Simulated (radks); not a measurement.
Question: Radial electron density D(r) = 4 pi r^2 rho(r) of an atom or ion with 18 electrons. Calculated with a radial shooting solver on a logarithmic mesh with Libxc functionals: non-relativistic Kohn-Sham, LDA (Slater exchange, Perdew-Wang correlation), spin-unpolarised, spherical densities, point nucleus.

r (bohr),D(r) (e/bohr)
0.005701,1.720
0.006428,2.125
0.007247,2.614
0.008171,3.202
0.009213,3.905
0.01031,4.678
0.01162,5.643
0.0131,6.763
0.01477,8.044
0.01652,9.387
0.01863,10.98
0.021,12.70
0.02368,14.52
0.0267,16.38
0.02986,18.10
0.03367,19.82
0.03796,21.32
0.0428,22.47
0.04788,23.16
0.05398,23.39
0.06086,23.08
0.06862,22.26
0.07737,21.05
0.08654,19.74
0.09758,18.41
0.11,17.44
0.124,17.08
0.1387,17.46
0.1564,18.61
0.1764,20.34
0.1989,22.24
0.2242,23.79
0.2508,24.46
0.2828,23.98
0.3188,22.11
0.3595,19.07
0.4021,15.60
0.4533,11.87
0.5111,8.775
0.5763,6.801
0.6498,6.058
0.7268,6.254
0.8195,6.937
0.9239,7.559
1.042,7.689
1.165,7.214
1.314,6.146
1.481,4.748
1.67,3.317
1.883,2.086
2.106,1.224
2.375,0.6149
2.677,0.2710
3.019,0.1033
3.377,0.03636
3.807,0.01001
4.293,0.002262

What is the nuclear charge?

Answer: Z = 20. The innermost maximum, from 1s, lies near 1/Z = 0.05 bohr (found: 0.0536), and its height grows with Z. The density is that of the calcium ion Ca2+ in [Ar]; the configuration itself is not fixed sharply by these data, and Z only to about a unit. D(r) has 3 maxima, at r = 0.0536, 0.255, 1.01 bohr, and minima at 0.124, 0.666 bohr, inside which lie 2.16, 10.37 electrons.
